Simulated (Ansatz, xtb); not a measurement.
# Relative energy of two isomers of C4H6O3Se

We compare X, `CC(=O)OC(=O)C[SeH]`, a singlet, with Y, `O=CO[C@@H]1OCC[Se]1`, a singlet. Both are isolated molecules in the gas phase, relaxed with B3LYP-D3(BJ)/def2-SVP; the shapes shown needn't be the lowest conformers.

X (Å):

```xyz
14

C    -1.4998   -0.9024    1.3742
C    -0.7406    0.3405    1.0069
C     1.5946    0.8047    0.5385
C     2.5675    0.4996   -0.5677
O    -1.0976    1.4702    1.1350
O     0.4783   -0.0059    0.4247
O     1.7571    1.5873    1.4247
Se    3.4203   -1.2739   -0.3408
H    -1.5459   -1.5872    0.5143
H    -2.5092   -0.6352    1.7079
H    -0.9630   -1.4272    2.1805
H     2.0736    0.5319   -1.5474
H     3.3847    1.2292   -0.5289
H     2.1714   -2.0211   -0.5817
```

Y (Å):

```xyz
14

C    -1.2339   -3.1874   -1.0143
C    -0.6601   -1.1816    0.0856
C    -0.2334    0.8799   -0.8763
C     1.2413    0.6343   -0.5704
O    -0.6249   -3.8470   -0.2159
O    -1.3294   -1.8526   -0.9943
O    -1.0096    0.1352    0.0617
Se    1.3344   -1.2926   -0.1388
H    -1.8022   -3.5876   -1.8796
H    -0.9588   -1.6421    1.0352
H    -0.5180    1.9337   -0.7467
H    -0.4776    0.5627   -1.9046
H     1.5833    1.2185    0.2949
H     1.8793    0.8481   -1.4383
```

Question: Estimate E(Y) − E(X) at the level CCSD(T)/def2-SVP + ΔMP2/def2-TZVPP.

Answer: Calculated at CCSD(T)/def2-SVP + ΔMP2/def2-TZVPP: E(Y) − E(X) = +11.1 kcal/mol, so structure X lies lower.

Level by level:

```tsv
level	geometry	E(Y) − E(X) (kcal/mol)	departure from the last row (kcal/mol)	job, with rough time for the two
B3LYP-D3(BJ)/def2-SVP	B3LYP-D3(BJ)/def2-SVP	+15.4	+4.3	optimisation, 1.9 min
HF/def2-SVP	B3LYP-D3(BJ)/def2-SVP	+21.8	+10.7	part of the CCSD(T) run
MP2/def2-SVP	B3LYP-D3(BJ)/def2-SVP	+18.3	+7.1	part of the CCSD(T) run
CCSD(T)/def2-SVP	B3LYP-D3(BJ)/def2-SVP	+18.4	+7.3	single point
CCSD(T)/def2-SVP + ΔMP2/def2-TZVPP	B3LYP-D3(BJ)/def2-SVP	+11.1		single point, 3.5 min
```

As drawn, Y has 2 C–O, 1 C–Se, 1 C–H in place of 1 C–C, 1 C=O, 1 Se–H. Structure X has no ring, Y a 5-membered ring.

The levels shown agree on the order. The largest departure from CCSD(T)/def2-SVP + ΔMP2/def2-TZVPP is that of HF/def2-SVP, 10.7 kcal/mol. Levels run at GFN2-xTB geometries aren't shown. The last row adds to CCSD(T) the change of the MP2 difference between the two basis sets, here −7.3 kcal/mol, a large step that makes the value less sure.

With thermal terms from frequencies at re-optimised GFN2-xTB minima (ideal gas, soft modes damped towards free rotors, one conformer each, 298.15 K, 1 atm): the zero-point term adds +4.1 kcal/mol; ΔH is +13.8 and ΔG +17.5 kcal/mol.

The correlated steps freeze 16 core orbitals; the filled d shell of Se is correlated, in a basis made for valence electrons. Mirror images aren't counted in ΔG. Run with Ansatz 0.2.0, xtb 6.7.1; the last row on 4 threads of Arm Neoverse V1 on a shared host.
